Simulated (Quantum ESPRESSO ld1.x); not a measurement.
Problem. Coherent X-ray form factor from a spherical all-electron density. All-electron calculation, scalar-relativistic Kohn-Sham, LDA (Slater exchange, VWN5 correlation), spin-polarised, spherical densities, point nucleus. Program: ld1.x of Quantum ESPRESSO 7.5.

sin(theta)/lambda (1/angstrom)  f0 (electrons)
0.05                                    68.695
0.1                                     67.798
0.15                                    66.361
0.2                                     64.462
0.25                                    62.200
0.3                                     59.679
0.4                                     54.261
0.5                                     48.877
0.6                                     43.925
0.8                                     35.739
1                                       29.500
1.25                                    23.675
1.5                                     19.608
2                                       15.063

The species is in the configuration that NIST lists as its ground one. Which atom or ion scatters so?

Solution. The thallium ion Tl12+, [Xe] 4f14 5d1. Extrapolating in s^2 from the first two rows gives f0(0) = 69.0, near the electron count 69; among species with that count, the fall with angle is slower the higher Z, and the table is that of Z = 81; from so few rows the species is fixed only to a neighbour or two.
